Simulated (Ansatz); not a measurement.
`CCN([SiH3])CC` at its PBE0-D4/def2-TZVP geometry, where that method's forces vanish. Charge 0, multiplicity 1.

```
atom    x (Å)    y (Å)    z (Å)
  C1  -2.3758   0.0830  -0.0828
  C2  -1.0574  -0.4054   0.4812
  N3   0.0705   0.4224   0.0990
 Si4   0.1823   1.1679  -1.4502
  C5   1.2754   0.1759   0.8701
  C6   1.9584  -1.1555   0.5903
  H7  -2.3894   0.0480  -1.1764
  H8  -2.5797   1.1105   0.2251
  H9  -3.1906  -0.5524   0.2701
 H10  -1.1171  -0.4077   1.5782
 H11  -0.9108  -1.4548   0.1812
 H12   1.5010   1.8518  -1.4840
 H13  -0.8980   2.1657  -1.6715
 H14   0.1177   0.2161  -2.6032
 H15   1.0181   0.2356   1.9366
 H16   1.9810   0.9889   0.6785
 H17   2.8510  -1.2670   1.2114
 H18   2.2641  -1.2231  -0.4572
 H19   1.2993  -1.9999   0.8037
```

Question: For each bond, give half the difference of the two atoms' forces along it (eV/Å; positive pushes the atoms apart) under PBE-D4, r2SCAN-D4, B3LYP-D4, ωB97M-V in def2-TZVPP. (Best estimate.)

Answer: Ansatz gave: 
| bond | length (Å) | PBE-D4 | r2SCAN-D4 | B3LYP-D4 | ωB97M-V |
| --- | --- | --- | --- | --- | --- |
| C1–C2 | 1.515 | -0.02 | 0.08 | 0.16 | 0.17 |
| C1–H7 | 1.094 | 0.10 | -0.04 | -0.08 | -0.08 |
| C1–H8 | 1.092 | 0.11 | -0.03 | -0.06 | -0.07 |
| C2–N3 | 1.450 | 0.07 | 0.16 | 0.17 | 0.17 |
| C2–H10 | 1.099 | 0.12 | -0.05 | -0.12 | -0.13 |
| C2–H11 | 1.101 | 0.11 | -0.05 | -0.11 | -0.14 |
| N3–Si4 | 1.723 | 0.11 | -0.06 | 0.02 | 0.00 |
| Si4–H13 | 1.487 | 0.04 | -0.03 | -0.10 | -0.13 |
| Si4–H14 | 1.496 | 0.04 | -0.02 | -0.08 | -0.12 |
| C5–C6 | 1.522 | 0.00 | 0.09 | 0.18 | 0.14 |
| C5–H15 | 1.099 | 0.11 | -0.06 | -0.13 | -0.14 |
| C5–H16 | 1.093 | 0.09 | -0.07 | -0.14 | -0.13 |
| C6–H17 | 1.093 | 0.09 | -0.03 | -0.07 | -0.07 |
| C6–H18 | 1.093 | 0.10 | -0.03 | -0.06 | -0.06 |

B3LYP here is the variant with VWN-RPA as its local correlation; programs differ in this.
